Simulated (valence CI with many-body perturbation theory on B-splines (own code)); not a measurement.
Energy levels of Eu⁵⁷⁺

Method: configuration interaction combined with many-body perturbation theory (CI+MBPT): four valence electrons over a frozen Dirac-Fock core [He], a basis of 11 s, 11 p, 10 d, 8 f, 5 g, 2 h functions for each j, with the one-electron correlation potential Σ1, the two-electron term Σ2, the three-electron term Σ3, Breit, model QED; selected CI, second order for the rest, scaled by the run's own slope (own B-spline code, finite nucleus).

No measured spectrum was set against this ion. As an estimate, large intervals hold to a few tenths of a per cent, small ones and those within an open d or f shell to about a per cent. Among the levels kept, up to 910 cm⁻¹ of a level comes from second order outside the variational space, and about a tenth of that is noise between levels of different J, which matters for small intervals.

Levels 1 to 45 of 207, with energies above the lowest level, (2s^2 2p1/2^2) J=0. "Leading %" is the weight of the configuration and term that name the level; weights of strongly mixed levels are sums over their largest components and can fall short, so below about 35 % the name and the second component can differ from the true leading terms, or belong to a minority configuration. In the jj column 3d3/2^4 stands for four electrons in 3d with j = 3/2. Lifetimes count E1, E2, E3, M1 and M2 decay at the calculated energies, and are blank where another channel may lead or the interval is too uncertain; long ones can be off by a factor of two.

| No. | Configuration | Term | J | E (eV) | Leading % | Leading jj | Lifetime |
| --- | --- | --- | --- | --- | --- | --- | --- |
| 1 | 2s2 2p2 | 3P | 0 | 0.0 | 69 | 2s^2 2p1/2^2 (100 %) |  |
| 2 | 2s2 2p2 | 3P | 1 | 672.9 | 100 | 2s^2 2p1/2 2p3/2 (100 %) | 517 ps |
| 3 | 2s2 2p2 | 1D | 2 | 690.2 | 64 | 2s^2 2p1/2 2p3/2 (100 %) | 197 ns |
| 4 | 2s 2p3 | 3P° | 2 | 907.0 | 47 | 2s 2p1/2^2 2p3/2 (99 %) | 46.3 ps |
| 5 | 2s 2p3 | 3D° | 1 | 979.3 | 33 | 2s 2p1/2^2 2p3/2 (99 %) | 346 fs |
| 6 | 2s2 2p2 | 3P | 2 | 1379.7 | 64 | 2s^2 2p3/2^2 (99 %) | 121 ps |
| 7 | 2s2 2p2 | 1S | 0 | 1429.8 | 68 | 2s^2 2p3/2^2 (99 %) | 101 ps |
| 8 | 2s 2p3 | 5S° | 2 | 1557.3 | 49 | 2s 2p1/2 2p3/2^2 (99 %) | 1.56 ps |
| 9 | 2s 2p3 | 3D° | 3 | 1597.5 | 100 | 2s 2p1/2 2p3/2^2 (100 %) | 1.65 ps |
| 10 | 2s 2p3 | 3P° | 0 | 1645.0 | 100 | 2s 2p1/2 2p3/2^2 (100 %) | 433 fs |
| 11 | 2s 2p3 | 3S° | 1 | 1663.5 | 50 | 2s 2p1/2 2p3/2^2 (100 %) | 223 fs |
| 12 | 2s 2p3 | 1D° | 2 | 1673.6 | 74 | 2s 2p1/2 2p3/2^2 (99 %) | 228 fs |
| 13 | 2s 2p3 | 3P° | 1 | 1677.0 | 60 | 2s 2p1/2 2p3/2^2 (100 %) | 350 fs |
| 14 | 2p4 | 3P | 2 | 1922.4 | 68 | 2p1/2^2 2p3/2^2 (99 %) | 241 fs |
| 15 | 2p4 | 1S | 0 | 1975.9 | 63 | 2p1/2^2 2p3/2^2 (99 %) | 207 fs |
| 16 | 2s 2p3 | 3P° | 2 | 2315.5 | 51 | 2s 2p3/2^3 (99 %) | 458 fs |
| 17 | 2s 2p3 | 1P° | 1 | 2385.3 | 38 | 2s 2p3/2^3 (100 %) | 177 fs |
| 18 | 2p4 | 3P | 1 | 2607.2 | 100 | 2p1/2 2p3/2^3 (100 %) | 151 fs |
| 19 | 2p4 | 1D | 2 | 2624.9 | 69 | 2p1/2 2p3/2^3 (100 %) | 159 fs |
| 20 | 2p4 | 3P | 0 | 3337.1 | 64 | 2p3/2^4 (100 %) | 114 fs |
| 21 | 2s2 2p 3s | 3P° | 0 | 7159.4 | 99 | 2s^2 2p1/2 3s (99 %) | 9.64 fs |
| 22 | 2s2 2p 3s | 3P° | 1 | 7162.6 | 67 | 2s^2 2p1/2 3s (100 %) | 7.72 fs |
| 23 | 2s2 2p 3p | 3D | 1 | 7229.4 | 73 | 2s^2 2p1/2 3p1/2 (100 %) | 683 fs |
| 24 | 2s2 2p 3p | 3P | 0 | 7266.7 | 68 | 2s^2 2p1/2 3p1/2 (99 %) | 290 fs |
| 25 | 2s 2p2 3s | 5P | 1 | 7368.6 | 42 | 2s 2p1/2^2 3s (94 %) | 10.1 fs |
| 26 | 2s 2p2 3s | 3P | 0 | 7401.8 | 69 | 2s 2p1/2^2 3s (98 %) | 10.6 fs |
| 27 | 2s 2p2 3p | 3P° | 1 | 7446.6 | 32 | 2s 2p1/2^2 3p1/2 (97 %) | 3.00 fs |
| 28 | 2s2 2p 3p | 3D | 2 | 7447.3 | 53 | 2s^2 2p1/2 3p3/2 (100 %) | 462 fs |
| 29 | 2s 2p2 3p | 3P° | 0 | 7447.5 | 50 | 2s 2p1/2^2 3p1/2 (99 %) | 268 fs |
| 30 | 2s2 2p 3p | 3P | 1 | 7450.3 | 46 | 2s^2 2p1/2 3p3/2 (95 %) | 184 fs |
| 31 | 2s2 2p 3d | 3F° | 2 | 7501.9 | 74 | 2s^2 2p1/2 3d3/2 (100 %) | 7.33 fs |
| 32 | 2s2 2p 3d | 3D° | 1 | 7526.0 | 50 | 2s^2 2p1/2 3d3/2 (98 %) | 1.00 fs |
| 33 | 2s2 2p 3d | 3P° | 2 | 7569.0 | 47 | 2s^2 2p1/2 3d5/2 (98 %) | 1.26 fs |
| 34 | 2s2 2p 3d | 3F° | 3 | 7572.5 | 47 | 2s^2 2p1/2 3d5/2 (100 %) | 1.33 fs |
| 35 | 2s 2p2 3p | 3P° | 2 | 7660.7 | 34 | 2s 2p1/2^2 3p3/2 (98 %) | 69.2 fs |
| 36 | 2s 2p2 3p | 3D° | 1 | 7665.5 | 32 | 2s 2p1/2^2 3p3/2 (99 %) | 3.44 fs |
| 37 | 2s 2p2 3d | 3D | 1 | 7714.6 | 45 | 2s 2p1/2^2 3d3/2 (99 %) | 8.70 fs |
| 38 | 2s 2p2 3d | 3D | 2 | 7720.0 | 30 | 2s 2p1/2^2 3d3/2 (97 %) | 6.50 fs |
| 39 | 2s 2p2 3d | 3D | 3 | 7779.3 | 36 | 2s 2p1/2^2 3d5/2 (99 %) | 1.33 fs |
| 40 | 2s 2p2 3d | 3F | 2 | 7795.2 | 29 | 2s 2p1/2^2 3d5/2 (97 %) | 1.39 fs |
| 41 | 2s2 2p 3s | 3P° | 2 | 7865.3 | 98 | 2s^2 2p3/2 3s (98 %) | 12.1 fs |
| 42 | 2s2 2p 3s | 1P° | 1 | 7872.6 | 66 | 2s^2 2p3/2 3s (98 %) | 6.26 fs |
| 43 | 2s2 2p 3p | 3P | 1 | 7949.3 | 50 | 2s^2 2p3/2 3p1/2 (97 %) | 241 fs |
| 44 | 2s2 2p 3p | 3D | 2 | 7951.6 | 46 | 2s^2 2p3/2 3p1/2 (97 %) | 299 fs |
| 45 | 2s 2p2 3s | 5P | 2 | 8014.2 | 85 | 2s 2p1/2 2p3/2 3s (98 %) | 13.9 fs |

The ionisation energy to 2s2 2p 2P°_1/2 of the next ion comes out as 12720 eV (NIST: 12718 ± 6 eV (theoretical)). All 207 levels together are meant to be complete up to 9400.1 eV.
